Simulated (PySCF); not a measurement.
# Computed structure and properties of TbSF

System: TbSF (singlet in the valence; each metal's 4f electrons, 8 of them, lie in its core potential, out of spins and levels); start: template (Cs). Method: PySCF 2.14.0, RKS PBE0, Tb lcecp-1-SVP with ECP54, S def2-SVP, F def2-SVP; non-relativistic Hamiltonian with scalar-relativistic core potentials where named; density fitting; no spin-orbit coupling.

Input of the relaxation:

```python
mol = gto.M(atom='''
Tb    -0.15668     0.00000    -0.22530
S      2.01002     0.00000     0.74440
F     -2.07198     0.00000     0.63190''',
    basis={'Tb': 'lcecp-1-SVP', 'S': 'def2-SVP', 'F': 'def2-SVP'},
    ecp={'Tb': 'lcecp-1-SVP'},
    charge=0, spin=0)
mf = dft.RKS(mol, xc='PBE0')
mf.grids.atom_grid = (50, 194)  # f atoms: unpruned, at least (60, 302)
mf = mf.density_fit()  # fitting sets: Tb AutoAux, S def2-universal-JKFIT, F def2-universal-JKFIT
mf.conv_tol = 1e-08; mf.max_cycle = 55
mf.kernel(dm0)  # dm0: converged density of the start geometry
# quasi-Newton relaxation in Cartesian coordinates to a largest gradient under 0.00045 Eh/bohr, steps kept in the point group
```

Run from Python with OMP_NUM_THREADS=2; the lines above give its settings. Where DIIS fails, smearing, a level shift and second-order steps follow.
It took 8.5 s on 2 threads of Arm Neoverse V1 (shared host), from the converged density of the start.

Course of the relaxation:

```tsv
step	energy above end (eV)	largest force component within the symmetry (eV/Å)
0	0.1703	1.168
1	0.0893	0.613
2	0.0118	0.189
3	0.0007	0.134
4	0.0000	0.030
5	0.0000	0.004
```

Relaxed geometry (Cs):

```xyz
3

Tb   -0.1816    0.0000   -0.4146
S     1.7940    0.0000    0.8315
F    -1.8311    0.0000    0.7342
```

```tsv
contact	Å
Tb1–S2 (S)	2.336
Tb1–F3 (F)	2.010
```

On the finer grid (75, 302):

```yaml
HOMO: -5.92 eV
LUMO: -2.72 eV
Dipole_about_the_centre_of_mass: 8.22 D
Set_of_Mulliken_populations_of_Tb1_outside_the_core_potential: s 2.28, p 6.27, d 1.59, f 0.05
D3_BJ_dispersion_energy_not_in_the_energies: -0.047 eV
```

```tsv
atom	Mulliken (e)	Löwdin (e)	spin (e)
Tb1	0.81	0.38	0.00
S2	-0.39	-0.09	0.00
F3	-0.42	-0.29	0.00
```

The 4f levels lie in the core potential and are missing. Their spin isn't counted.

On the grid (50, 194), as all that follows. Harmonic modes: a minimum; lowest 123 cm⁻¹ (negative: unstable), highest 572 cm⁻¹, zero-point energy 0.071 eV.

Rigid scan of S along the line from its metal:

(distance to S2 (Å), energy (eV)): (2.04, 1.326), (2.14, 0.516), (2.24, 0.113), (2.34, 0.000), (2.44, 0.089), (2.54, 0.315), (2.64, 0.632), (2.79, 1.202)

Taking off one F (charge -1, singlet; the rest: singlet) in vacuum, both parts rigid, costs 11.25 eV; the small basis without counterpoise inflates it. Most of it is the attraction of opposite charges; other ways to part are cheaper, and one spin state was tried for the rest.

Rigid scan of F along the line from its metal:

(distance to F3 (Å), energy (eV)): (1.71, 1.492), (1.81, 0.562), (1.91, 0.119), (2.01, 0.000), (2.11, 0.089), (2.21, 0.311), (2.41, 0.958), (2.71, 2.069), (3.11, 3.407), (3.61, 4.631)

One start shape was tried, so this needn't be the lowest isomer.

An lcecp potential fixes the number of 4f electrons, so in runs with it no electron can move into or out of that shell.
